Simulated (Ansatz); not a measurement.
`[CH3][SnH2][GeH3]` + H–F → `[F][SnH2][GeH3]` + CH₄ at 298.15 K and 1 bar (ligand exchange at the Sn–C bond).

Isolated molecules relaxed with PBE0-D4/def2-TZVP in Ansatz; ΔE leaves out vibrations. CCSD(T)/CBS adds triple-zeta CCSD(T) − MP2 to the extrapolated MP2 energy (def2 sets, frozen cores). This one scheme is used for every species. Elements past krypton have def2 core potentials. For Ge, Sn outer-core shells are correlated without core-valence functions, which leaves a few kJ/mol of doubt a bond. Scalar relativity is left out up to krypton.

| species | CCSD(T)/CBS energy (Eh) | H − E (kJ/mol) | S (J/(mol·K)) |
| --- | --- | --- | --- |
| `[CH3][SnH2][GeH3]` | -2332.99556 | 213.6 | 374.0 |
| H–F | -100.39570 | 33.5 | 173.6 |
| `[F][SnH2][GeH3]` | -2392.95632 | 121.5 | 355.1 |
| CH₄ | -40.46206 | 127.4 | 186.2 |

H − E and S are ideal-gas, rigid-rotor, harmonic terms from PBE0-D4/def2-TZVP. 1 Eh = 2625.50 kJ/mol, R = 8.31446 J/(mol·K).

Problem. By hand: ΔE, ΔH, ΔS and ΔG.

Solution. ΔE = (-2392.95632) + (-40.46206) − (-2332.99556) − (-100.39570) = -0.02712 Eh = -71.2 kJ/mol. Δ(H − E) = 121.5 + 127.4 − 213.6 − 33.5 = 1.8, so ΔH = -69.4 kJ/mol. ΔS = 355.1 + 186.2 − 374.0 − 173.6 = -6.3 J/(mol·K). ΔG = -69.4 − 298.15 × (-6.3)/1000 = -67.5 kJ/mol.

Problem. By hand: the equilibrium constant, and the temperature at which ΔG would vanish if ΔH and ΔS stayed fixed.

Solution. log₁₀ K = −ΔG/(RT ln 10) = 11.8. ΔG = 0 at ΔH/ΔS = 11016 K, far beyond where these terms or the molecules hold.

The number of gas molecules stays the same, so ΔS is small and ΔH decides. A doubt of 5 kJ/mol in ΔE shifts log₁₀ K by 0.9 here. Modes under 60 cm⁻¹, often nearly free rotors, make the harmonic entropy too high. These are equilibria of isolated gas molecules and say nothing of rates. Largest T1 diagnostic: 0.013 (customary marks: 0.02 for closed shells, 0.045 for open ones).
